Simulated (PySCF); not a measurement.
# Working out the ionisation energy of Pt+

Pt+ [Xe] 4f14 5d9 (2D) → Pt(2+) [Xe] 4f14 5d8 (3F). Calculation: PySCF 2.14, in def2-TZVP with the def2 core potential (60 electrons) (6s4p3d1f, 40 functions); a scalar-relativistic core potential. Frozen: 5s2 5p6. Energies in hartree (1 hartree = 27.21139 eV):

```tsv
part	Pt+ (lower)	Pt(2+) (upper)
UHF	-118.119237	-117.497273
MP2 opposite-spin	-0.123356	-0.085850
MP2 same-spin	-0.065608	-0.048382
```

**Question.** What does Hartree-Fock give?

**Answer.** (-117.497273) − (-118.119237) = 0.621964 hartree = 16.925 eV.

**Question.** What do MP2 and SCS-MP2 (6/5 opposite-spin, 1/3 same-spin) give?

**Answer.** The opposite-spin parts differ by 1.021 eV and the same-spin parts by 0.469 eV. MP2: 16.925 + (1.021) + (0.469) = 18.415 eV. SCS-MP2: 16.925 + 1.2 × (1.021) + (0.469)/3 = 18.307 eV.

Reference: 18.56 ± 0.12 eV (measured; NIST Atomic Spectra Database, ionization energies), between the lowest levels; spin-orbit coupling is absent from the calculation.

What remains against the reference includes basis incompleteness, the frozen core and correlation beyond second order.
